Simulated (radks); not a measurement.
Ionisation ladder of boron, from B to B4+. Each ion is in the ground configuration listed by NIST, and IE = E(next ion) - E(this ion), with E = 0 for the bare nucleus. Calculated with a radial shooting solver on a logarithmic mesh with Libxc functionals: scalar-relativistic Kohn-Sham, PBE, spin-polarised, spherical densities, finite nucleus; open shells are filled with parallel spins first; Fermi nuclear charge, rms radius 2.406 fm.

| species | configuration | IE, Delta-SCF (eV) | <r> HOMO (bohr) | IE, NIST (eV) | kind | error (eV) |
|---|---|---|---|---|---|---|
| B | [He] 2s2 2p1 | 8.486 | 2.25 | 8.298 | exp. | +0.188 |
| B+ | [He] 2s2 | 24.613 | 1.78 | 25.155 | exp. | -0.542 |
| B2+ | [He] 2s1 | 38.304 | 1.62 | 37.931 | exp. | +0.373 |
| B3+ | [He] | 258.80 | 0.326 | 259.37 | theory | -0.6 |
| B4+ | 1s1 | 339.55 | 0.302 | 340.23 | theory | -0.7 |

Reference values: NIST Atomic Spectra Database (exp. = measured, semi-emp. = semi-empirical, theory = theoretical value adopted there). The ionisation energy per charge of the ion left behind rises most, in proportion, at B3+ ([He]), from 12.768 to 64.699 eV. Against the entries that are not theoretical the mean signed error is +0.4 % and the largest +2.3 %. Open shells are spherical and high-spin; term and fine-structure splittings are not resolved.
